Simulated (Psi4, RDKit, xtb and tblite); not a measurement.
Internal rotation in SMILES BCC[Si](F)(F)F (C2H6BF3Si). Scanned: dihedral H8–B1–C2–C3 and dihedral B1–C2–C3–Si4; all other coordinates were relaxed at GFN2-xTB. Points at φ and −φ are mirror images. Heavy atoms are numbered in the order of the SMILES BCC[Si](F)(F)F, hydrogens after them in the order of the atoms that carry them; the mirror image has the same energies with the sign of each dihedral reversed.

GFN2-xTB (xtb and tblite); PBE/def2-SVP // GFN2-xTB (Psi4); PBE-D3(BJ)/def2-SVP // GFN2-xTB (Psi4); UFF // GFN2-xTB (RDKit).

Energies in kJ/mol at chosen points (x: dihedral H8–B1–C2–C3 (°); y: dihedral B1–C2–C3–Si4 (°)), relative to x = -60, y = 180:

| method | (-30, 120) | (60, 0) | (-30, 180) | (60, 180) | (-60, 150) | (0, 0) | (120, -90) |
|---|---|---|---|---|---|---|---|
| GFN2-xTB | 4.0 | 10.8 | -4.7 | 0.0 | 4.0 | 6.9 | 2.5 |
| PBE/def2-SVP | 4.9 | 11.2 | -4.5 | 0.0 | 4.2 | 3.8 | 3.2 |
| PBE-D3(BJ)/def2-SVP | 4.8 | 9.9 | -4.4 | 0.0 | 4.2 | 2.9 | 2.6 |
| UFF | 28.1 | 50.6 | 6.9 | 0.0 | 10.3 | 48.4 | 8.5 |
